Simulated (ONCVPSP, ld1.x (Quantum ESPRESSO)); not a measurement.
Potentials for P compared

Generated with ld1.x 7.5 (TM, RRKJ, ultrasoft, PAW), atompaw 4.2 or ONCVPSP 4.0.1. The cutoff is in Ry: for ld1.x and atompaw files where the sum of valence levels is converged to 10 mRy in a Bessel basis, for ONCV files where the hardest occupied wave has 1 mHa per electron of residual kinetic energy. The error is the largest all-electron minus pseudo excitation energy over each file’s own four to seven test configurations (ionisations up to +4, promotions, holes and added fractions of an electron), all of which were solved. The labels leave out finer settings (local radius, basis sizes, second energies), which also bear on the numbers. Spin-polarised tests are not counted. The rows are a selection from randomly drawn settings: files with unsolved tests, undetermined cutoffs or missed reference levels are left out.

A true bound ghost makes a file unfit for plane-wave use even where its test errors are small: the radial tests pick states by their node count and pass the ghost by.

| potential | cutoff (Ry) | largest error (meV) | bound ghosts |
| --- | --- | --- | --- |
| RRKJ, BP86, scalar-relativistic, rc 1.35/1.90/1.45 (spd), local p, core correction no, reference 3s2 3p2.75 | 18 | +247 | none |
| RRKJ, PBE, scalar-relativistic, rc 1.65/1.45 (sp), local smoothed, core correction yes, reference 3s1.5 3p3.5 | 21 | +18 | none |
| ONCV, PBE, scalar-relativistic, rc 1.35/1.35 (sp), local p, core correction yes, reference 3s1.75 3p3.25, qcut 5.4/7.2, projectors 2/0 | 38 | +1.6 | s |
| ONCV, LDA (Perdew-Zunger), non-relativistic, rc 1.46/1.85 (sp), local smoothed, core correction no, reference 3s2 3p2, qcut 4.6/4.8, projectors 2/1 | 20 | +92 | none |
| ONCV, PBEsol, non-relativistic, rc 1.45/1.70/1.60 (spd), local smoothed, core correction yes, reference 3s2 3p3, qcut 4/5.9/6.2, projectors 3/3/1 | 32 | +59 | none |
| ultrasoft, PBEsol, scalar-relativistic, rc 1.80/2.05/1.75 (spd), local smoothed, core correction yes, reference 3s2 3p2 | 12 | +88 | none |

Problem. Fill in the row for P: ONCV, PBE, scalar-relativistic, rc 0.75/0.70/0.60 (spd), local smoothed, core correction yes, reference 2s2 2p6 3s2 3p2, qcut 19.5/16/14.4, projectors 2/2/1.

Solution. cutoff 564 Ry, largest error +4.1 meV, bound ghosts: none.

Problem. Fill in the row for P: ultrasoft, LDA (PZ), scalar-relativistic, rc 1.40/2.10 (sp), local smoothed, core correction no, reference 3s2 3p3.

Solution. cutoff 18 Ry, largest error +469 meV, bound ghosts: none.
